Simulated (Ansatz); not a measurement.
C3HF4, SMILES FC(/[C]=C/F)(F)F, multiplicity 2.

Geometry: B3LYP-D3(BJ)/def2-SVP. The isomer is the one that the SMILES or the coordinates give; other isomers of the formula were not compared.

Two levels are set side by side: PBE/def2-SVPD (Ansatz, a quantum-chemistry and plane-wave program) and PBE0/def2-SVPD (Ansatz). Energy differences of separate SCF runs at the same geometry; the states with an electron removed or added have multiplicity 3 and 1. Differences are taken from unrounded values.

```json
[
 {"quantity": "vertical ionisation energy (eV)", "PBE0": "11.25", "PBE": "11.03", "PBE minus PBE0": "-0.22"},
 {"quantity": "vertical electron affinity (eV)", "PBE0": "1.88", "PBE": "1.93", "PBE minus PBE0": "0.05"}
]
```
